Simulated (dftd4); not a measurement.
H3Sb, charge -1, doublet, at the geometry of the source list (a state made from the parent by changing its charge; the spin is typed, not shown lowest); D4 for wb97x (dftd4).

Input for dftd4:
```
$ dftd4 mol.xyz --func wb97x --charge -1 --json dftd4.json --noedisp --grad

# file mol.xyz
4

Sb     0.00190000    -0.00510000     0.74390000
H     -0.87650000    -1.04080000    -0.25290000
H     -0.46500000     1.28180000    -0.23730000
H      1.33960000    -0.23590000    -0.25370000
```

Problem. What does dftd4 print? Leave out banner, timings and long lists.

Solution. 
```
                    ____  _____ _____     ____  _  _
      -------------|  _ \|  ___|_   _|---|  _ \| || |------------
     |             | | | | |_    | | ___ | | | | || |_           |
     |             | |_| |  _|   | ||___|| |_| |__   _|          |
     |             |____/|_|     |_|     |____/   |_|            |
     |             ===================================           |
     |            E. Caldeweyher, S. Ehlert & S. Grimme          |
     |          Mulliken Center for Theoretical Chemistry        |
     |                    University of Bonn                     |
      -----------------------------------------------------------

Rational (Becke-Johnson) damping: wb97x-D4-ATM
---------------------
  s6         1.0000
  s8         0.5093
  s9         1.0000
  a1         0.0662
  a2         5.4487
 alp        16.0000
--------------------

Dispersion energy:      -7.3141500340932E-03 Eh

Gradient norm:           1.5239150827607E-04 Eh/a0
--------------------------------------------------
     #    Z           dE/dx      dE/dy      dE/dz
--------------------------------------------------
     1   51 Sb   -3.827E-08  6.945E-08 -4.419E-07
     2    1 H     5.665E-05  6.727E-05  4.524E-07
     3    1 H     3.007E-05 -8.268E-05 -5.052E-07
     4    1 H    -8.667E-05  1.534E-05  4.947E-07
--------------------------------------------------

Virial:
--------------------------------------------------
      component           x          y          z
--------------------------------------------------
          x      -3.397E-04  5.488E-08  9.453E-07
          y       5.488E-08 -3.394E-04 -2.330E-06
          z       9.453E-07 -2.330E-06 -8.481E-07
--------------------------------------------------

[Info] Dispersion results written to 'dftd4.txt'
[Info] JSON dump of results written to 'dftd4.json'
```
